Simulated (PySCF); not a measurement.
C₃H₇BFN, SMILES N(B(C=C)F)C.

Geometry optimised at ωB97X-D3(BJ)/def2-SVP. The structure was generated by enumeration, and PubChem lists no compound with its InChIKey, so it may never have been made. Other conformers were not sampled.

Two levels are set side by side: TDA-PBE/def2-SVPD (PySCF) and TDA-M06-2X/def2-SVPD (PySCF). Vertical, same geometry. The lowest singlet is HOMO→LUMO 74 %, HOMO−1→LUMO 20 % with PBE and HOMO→LUMO+1 83 % with the other functional; states are paired by order. Differences are taken from unrounded values.

```csv
quantity,TDA-M06-2X,TDA-PBE,TDA-PBE minus TDA-M06-2X
lowest singlet excitation (eV),6.67,5.44,-1.23
lowest triplet excitation (TDA) (eV),4.31,3.92,-0.40
first bright state (f over 0.05) (eV),6.83,5.44,-1.39
its oscillator strength,0.70,0.28,-0.42
```

A lower first singlet is the usual sign of a functional without exact exchange. Differences between two approximate levels are no errors against the true value.

Rough cost on one machine, each run with all the roots and properties that it gave: TDA-M06-2X against TDA-PBE about 9 times.
